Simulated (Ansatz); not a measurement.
Ansatz (an electronic-structure program) job for GeH5, SMILES [GeH5-], charge -1, ωB97X-V/def2-TZVPD. The structure is a stationary point at B3LYP-D3(BJ)/def2-TZVPD.

Ansatz 0.2 input:
```yaml
crystal:
  periodic: [false, false, false]
  atoms:
    - {symbol: Ge, position_ang: [0.00000000, -0.00000000, 0.00000000]}
    - {symbol: H, position_ang: [-0.00000001, 0.00000000, 1.73145731]}
    - {symbol: H, position_ang: [0.00000001, -0.00000000, -1.73145731]}
    - {symbol: H, position_ang: [1.58597759, -0.00000000, 0.00000001]}
    - {symbol: H, position_ang: [-0.79298880, 1.37349688, -0.00000001]}
    - {symbol: H, position_ang: [-0.79298880, -1.37349688, 0.00000000]}
basis:
  gaussian:
    orbitals: def2-TZVPD
hamiltonian:
  xc: {name: wB97X-V}
total_charge: -1
```

Program output:

```
WARN ansatz: RAYON_NUM_THREADS=1 ignored (pool sized by the plan → 1); use --threads N
Functional definition: wB97X-V
integrals: 0.04 GiB planned
669 factors; their error is unknown
integrals: 0.07 GiB planned
252 factors; integrals over basis functions are off by at most 4.3e-6 eV
mean field: 0.39 GiB planned
mean field evaluation 1: about -56591.5452 eV, gradient 2.8e1 eV
mean field evaluation 2: about -56592.0187 eV, gradient 2.9e1 eV
mean field evaluation 4: about -56592.6176 eV, gradient 4.8e-1 eV
mean field evaluation 8: about -56592.7743 eV, gradient 6.1e-3 eV
mean field -56592.77434779 eV, -2079.7460973212 hartree, gradient 1.0e-5 eV, S^2 0.000000; 0 other end points of the search recorded, 0 dependent functions left out
reference -56592.77434571 eV, -2079.7460972445 hartree; 19, 19 occupied and 80, 80 virtual orbitals, 669 factors
Total energy: -56592.77434571 eV, -2079.7460972445 hartree
```

Self-consistency was reached.

Cost: around 3 core-seconds (rough).
